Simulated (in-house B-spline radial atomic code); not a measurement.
A run on an ion of nuclear charge 69 with 69.8 electrons that did not converge. Method: scalar-relativistic (X2C) RPBE, spin-polarised, spherical fractional occupations, Fermi nucleus of rms radius 5.2256 fm; computed with a B-spline radial code for spherical atoms.

Command:
```bash
python run_scf.py task.json out
```
Settings (nuclear radius in fm, mass in u):
```
Z                69
configuration    [Xe] 4f13.8 6s2
hamiltonian      x2c
method           rpbe,pbe
spin_polarised   True
nucleus          fermi
rms_radius       5.2256
atomic_mass      168.93422
speed_of_light   137.035999084
```

First and last ten iterations of the last attempt (damped for 15 steps, keeping 80 % of the old Fock matrix, then DIIS):
```
 iter        energy (Eh)    residual
    1      -13565.873223    5.14e-01
    2      -13448.954497    1.01e+00
    3      -13559.987111    4.72e-01
    4      -13566.048153    1.76e-01
    5      -13567.504018    5.67e-02
    6      -13567.697034    3.78e-02
    7      -13567.750899    2.79e-02
    8      -13567.785384    1.98e-02
    9      -13470.008752    8.73e-01
   10      -13555.184753    6.08e-01
  111      -13461.876573    8.98e-01
  112      -13462.032475    8.96e-01
  113      -13566.979564    1.17e-01
  114      -13461.893416    8.98e-01
  115      -13461.876430    8.97e-01
  116      -13461.847337    8.98e-01
  117      -13461.691888    9.01e-01
  118      -13461.646412    9.01e-01
  119      -13466.245942    8.92e-01
  120      -13465.938482    8.94e-01
 not converged after 120 iterations
```

The smallest residual met was 2.0e-02; the threshold is about 7e-07. No energy from this run should be used. The likely cause: this method binds the added charge weakly or not at all at the basis-set limit, so charge moves back and forth between the atom and the box. Run time, properties included: 2.1 s on 1 thread of Intel(R) Xeon(R) 6975P-C, with other jobs on the host.
